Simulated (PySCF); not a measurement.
**How methods differ on the ionisation energy of Ir²⁺**

Ir²⁺ [Xe] 4f14 5d7 (4F) → Ir³⁺ [Xe] 4f14 5d6 (5D), as a difference of total energies. Calculation: PySCF 2.14, in aug-cc-pwCVTZ-PP with ECP60MDF (8s8p7d4f3g, 122 functions); scalar relativity through the core potential. Correlated levels: valence: 5s2 5p6 frozen; valence and next inner shell: nothing frozen outside the core potential. The calculations carry no spin-orbit coupling.

Q: Order these methods by the ionisation energy they give, lowest first.
A. PBE0
B. MP2 (valence and next inner shell)
C. r2SCAN
D. SCS-MP2 (valence)

A: B (28.788 eV), C (28.961 eV), D (28.983 eV), A (29.112 eV).

The reference lies between the lowest fine-structure levels, while these numbers refer to the centres of the terms.

Errors of the correlated levels include the incompleteness of this basis and the frozen core.

For comparison: 28 ± 1.6 eV (theoretical estimate listed by NIST; NIST Atomic Spectra Database, ionization energies).
